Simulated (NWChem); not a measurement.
System: CHCl₂ cation

Here is an NWChem input.

```
start job
memory heap 200 mb stack 900 mb global 1100 mb
charge 1
geometry units angstroms noautosym nocenter noautoz
  Cl     1.447254     0.000000    -0.156525
  C      0.000000     0.000000     0.608428
  Cl    -1.447254     0.000000    -0.156525
  H      0.000000     0.000000     1.701032
end
basis spherical
  * library 6-31g*
end
dft
  xc b3lyp
  iterations 150
end
cosmo
  do_cosmo_smd true
  solvent cychexan
end
task dft energy
```

NWChem printed, in part:

```
             Northwest Computational Chemistry Package (NWChem) 7.3.0
             --------------------------------------------------------

                             Geometry "geometry" -> ""
                             -------------------------

 Output coordinates in angstroms (scale by  1.889725989 to convert to a.u.)

  No.       Tag          Charge          X              Y              Z
 ---- ---------------- ---------- -------------- -------------- --------------
    1 Cl                  17.0000     1.44725400     0.00000000    -0.15652500
    2 C                    6.0000     0.00000000     0.00000000     0.60842800
    3 Cl                  17.0000    -1.44725400     0.00000000    -0.15652500
    4 H                    1.0000     0.00000000     0.00000000     1.70103200

 Effective nuclear repulsion energy (a.u.)     129.3278601390

                                 NWChem DFT Module
                                 -----------------

 Summary of "ao basis" -> "ao basis" (spherical)
 ------------------------------------------------------------------------------
       Tag                 Description            Shells   Functions and Types
 ---------------- ------------------------------  ------  ---------------------
 Cl                          6-31g*                  8       18   4s3p1d
 C                           6-31g*                  6       14   3s2p1d
 H                           6-31g*                  2        2   2s

 in cosmo_initialize ...
 calling solv_data for solv:cychexan

 solvent parameters
 solvname_short: cychexan
 solvname_long:  cyclohexane
 dielec:        2.0165
 dielecinf:     2.0352
 nonaqueous SMD model solvent descriptors
 dielec:        2.0165
 sola:          0.0000
 solb:          0.0000
 solc:          0.0000
 solg:         35.4800
 solh:          0.0000
 soln:          1.4266

          ---------------
          -cosmo- solvent
          ---------------
 Cosmo: York-Karplus, doi: 10.1021/jp992097l
 dielectric constant -eps-     =   2.02
 screen = (eps-1)/(eps    )    =   0.50409
 surface charge correction     = lagrangian

   van der Waals surface
 --------------------------

[...]

                                COSMO-SMD solvation results
                                ---------------------------

             internal energy in gas <Psi(g)|H|Psi(g)> =      -958.722360501736
         internal energy in solvent <Psi(s)|H|Psi(s)> =      -958.721932316081
                               delta internal energy  =         0.000428185655 (    0.27 kcal/mol)
   total free energy in solvent <Psi(s)|H+V/2|Psi(s)> =      -958.772222756296
 polarization energy contribution <Psi(s)|V/2|Psi(s)> =        -0.050290440214 (  -31.56 kcal/mol)
    total free energy in solvent including G(SMD-CDS) =      -958.773795270344
                       G(SMD-CDS) energy contribution =        -0.001572514048 (   -0.99 kcal/mol)
     1 M fixed-concentration free energy of solvation =        -0.051434768608 (  -32.28 kcal/mol)

                       DFT Final Molecular Orbital Analysis
                       ------------------------------------

 Vector   18  Occ=2.000000D+00  E=-5.136438D-01
              MO Center=  3.0D-07,  3.1D-10, -1.4D-01, r^2= 3.1D+00
   Bfn.  Coefficient  Atom+Function         Bfn.  Coefficient  Atom+Function
  ----- ------------  ---------------      ----- ------------  ---------------
     8      0.555948  1 Cl py                40     -0.555948  3 Cl py
    12      0.252445  1 Cl py                44     -0.252445  3 Cl py
     4     -0.212748  1 Cl py                36      0.212747  3 Cl py
    28      0.033040  2 C  d -2

 Vector   19  Occ=2.000000D+00  E=-5.045248D-01
              MO Center= -8.3D-06, -7.7D-10, -5.1D-03, r^2= 3.1D+00
   Bfn.  Coefficient  Atom+Function         Bfn.  Coefficient  Atom+Function
  ----- ------------  ---------------      ----- ------------  ---------------
     9      0.517942  1 Cl pz                41      0.517946  3 Cl pz
    13      0.230901  1 Cl pz                45      0.230902  3 Cl pz
     5     -0.197159  1 Cl pz                37     -0.197160  3 Cl pz
    23     -0.175358  2 C  pz                51     -0.162331  4 H  s
    52     -0.162138  4 H  s                  7      0.077685  1 Cl px

 Vector   20  Occ=2.000000D+00  E=-5.008326D-01
              MO Center=  8.4D-06, -9.1D-10, -1.1D-01, r^2= 3.2D+00
   Bfn.  Coefficient  Atom+Function         Bfn.  Coefficient  Atom+Function
  ----- ------------  ---------------      ----- ------------  ---------------
     9      0.431516  1 Cl pz                41     -0.431512  3 Cl pz
     7      0.371999  1 Cl px                39      0.371999  3 Cl px
    13      0.188181  1 Cl pz                45     -0.188180  3 Cl pz
    11      0.170459  1 Cl px                43      0.170458  3 Cl px
     5     -0.165192  1 Cl pz                37      0.165191  3 Cl pz

 Vector   21  Occ=0.000000D+00  E=-2.979788D-01
              MO Center=  6.3D-08, -7.5D-10,  3.0D-01, r^2= 2.2D+00
   Bfn.  Coefficient  Atom+Function         Bfn.  Coefficient  Atom+Function
  ----- ------------  ---------------      ----- ------------  ---------------
    22      0.566195  2 C  py                26      0.497827  2 C  py
     8     -0.361114  1 Cl py                40     -0.361114  3 Cl py
    12     -0.260604  1 Cl py                44     -0.260604  3 Cl py
     4      0.133907  1 Cl py                36      0.133907  3 Cl py
    14     -0.053407  1 Cl d -2              46      0.053407  3 Cl d -2

[...]
```

Level: B3LYP/6-31G* (spherical d), SMD on the gas-phase geometry. Structure relaxed at the B3LYP/6-31G* (spherical d) level. Solvent: cyclohexane.
